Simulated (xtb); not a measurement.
Be(I)(Me) (CH3BeI), SMILES [CH3][Be][I]. All values are semi-empirical tight-binding results from xtb (GFN2-xTB unless named), good for trends rather than for accurate numbers. Geometry optimised at GFN2-xTB.

Optimised geometry:

```xyz
6

Be     0.0000     0.0000     1.5158
I      0.0000     0.0000    -0.6881
C      0.0000     0.0000     3.2299
H      0.8615    -0.4974     3.6763
H     -0.8615    -0.4974     3.6763
H      0.0000     0.9948     3.6763
```

For metal compounds this method's bond lengths and energies can be far off.

The point group as xtb finds it is C3v, the orbital gap is 5.75 eV and the zero-point energy is 22.9 kcal/mol. The G − E(el) at 298.15 K (modified RRHO) comes out as 5.6 kcal/mol.

Q: Give the atomic charges and the Wiberg bond orders between heavy atoms. (Estimate from the structure and the level; the computed values follow.)

A: charges (e) Be1 0.52, I2 -0.32, C3 -0.29, H4 0.03, H5 0.03, H6 0.03. Bond orders Be1–I2 1.14, Be1–C3 1.00.
